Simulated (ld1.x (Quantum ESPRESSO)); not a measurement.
## Varying the TM potential for tellurium

Base potential:

| Item | Value |
| --- | --- |
| Element | tellurium |
| Generator | ld1.x (Quantum ESPRESSO) 7.5 |
| Type | norm-conserving Troullier–Martins (Kleinman–Bylander form) |
| Functional | PBE |
| Relativity | scalar-relativistic |
| Frozen core | [Kr] |
| Valence charge | 16 |
| Reference configuration | 4d10 5s2 5p4 |
| Partial waves | 5s (bound): rc 1.95 bohr; 5p (bound): rc 2.20 bohr; 4d (bound): rc 1.00 bohr; 4f channel at -0.2 Ry: rc 1.95 bohr |
| Local potential | all-electron potential smoothed inside 2.00 bohr (lloc = -1) |
| Core correction | a·sin(br)/r model core inside 0.60 bohr |

All-electron outer shells of the reference configuration (PBE, scalar-relativistic, ld1.x):

```tsv
shell	level (eV)	outermost node (bohr)	outermost maximum (bohr)
4s	-164.39	0.38	0.70
4p	-114.41	0.38	0.74
4d	-41.65	0.36	0.81
5s	-15.11	0.91	1.80
5p	-5.95	1.00	2.17
```

Cutoffs, loose and tight: the cutoffs (Ry, on a coarse ladder) from which the occupation-weighted sum of valence levels, in a spherical-Bessel basis at the reference potential, stays within 10 and 1 mRy of its value at 400 Ry. They do not see the model core or the augmentation charge, which bear on the density cutoff. Test errors are all-electron minus pseudo excitation energies from the reference, over the configurations 4d10 5s2 5p3; 4d10 5s2 5p2; 4d10 5s2 5p1; 4d9 5s2 5p5; 4d10 5s2 5p0; 4d10 5s2 5p3.5; 4d10 5s1 5p5. A dash means not determined; rows that change the core or the reference have their own tests.

A true bound ghost makes a file unfit for plane-wave use even where its test errors are small: the radial tests pick states by their node count and pass the ghost by.

```csv
change,outcome,"cutoff, loose","cutoff, tight",bound ghosts,largest test error (meV)
base,generated,120 Ry,200 Ry,none,-306
"all radii but the core radius scaled by about 0.81 (s 1.58, p 1.78, d 0.80, f 1.58 bohr); local potential all-electron potential smoothed inside 1.62 bohr (lloc = -1)",generated,230 Ry,over 300 Ry,s,-150
"all radii but the core radius scaled by about 1.25 (s 2.44, p 2.76, d 1.26, f 2.44 bohr); local potential all-electron potential smoothed inside 2.50 bohr (lloc = -1)",generated,110 Ry,180 Ry,none,-245
```

**Question.** What comes out with this change to the base: all radii but the core radius scaled by about 1.15 (s 2.24, p 2.54, d 1.16, f 2.24 bohr); local potential all-electron potential smoothed inside 2.30 bohr (lloc = -1)?

**Answer.** outcome: generated; cutoff, loose: 110 Ry; cutoff, tight: 180 Ry; bound ghosts: none; largest test error (meV): -302.

**Question.** What comes out with this change to the base: all radii but the core radius scaled by about 0.92 (s 1.78, p 2.02, d 0.92, f 1.78 bohr); local potential all-electron potential smoothed inside 1.84 bohr (lloc = -1)?

**Answer.** outcome: generated; cutoff, loose: 120 Ry; cutoff, tight: 160 Ry; bound ghosts: s; largest test error (meV): +233.

**Question.** What comes out with this change to the base: all radii but the core radius scaled by about 1.39 (s 2.72, p 3.06, d 1.40, f 2.72 bohr); local potential all-electron potential smoothed inside 2.78 bohr (lloc = -1)?

**Answer.** outcome: generated; cutoff, loose: 100 Ry; cutoff, tight: 160 Ry; bound ghosts: none; largest test error (meV): -170.

Reading the sweep of the scale of all radii but the core radius (base = 1) (base included, trends over the rows without a ghost): The loose cutoff stays near 110 Ry. The median size of the test errors (rows with all tests solved) is not monotonic: lowest 6.1 meV at 1.15, highest 14.7 meV at 1.39. Bound ghosts are found at 0.81, 0.92.
